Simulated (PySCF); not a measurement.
## SnCl⁺ at TPSS

Level: TPSS. PySCF, scalar-relativistic core potentials, basis sets Sn def2-TZVPPD with ECP28, Cl def2-TZVPPD.

* state: ¹Σ⁺ (singlet), closed shell
* bond length: 2.280 Å
* harmonic wavenumber: 413 cm⁻¹
* force constant: 2.72 mdyn/Å
* rotational constant Be: 0.1198 cm⁻¹
* anharmonicity ωexe: 1.10 cm⁻¹
* vibration–rotation constant αe: 0.000456 cm⁻¹
* well depth De to Sn⁺ + Cl: 100.5 kcal/mol
* dissociation energy D0: 99.9 kcal/mol
* HOMO–LUMO gap: 4.27 eV
* bond order (Mayer): 1.32
* dipole moment (positive dipole points towards Cl; it is taken about the centre of mass and depends on that origin): -2.44 D

These are scalar-relativistic numbers at best; spin–orbit coupling would shift them, the dissociation energy most. For an ion De counts to the pair picked by the measured ionisation energies or electron affinities, which need not be the lowest pair at this level.
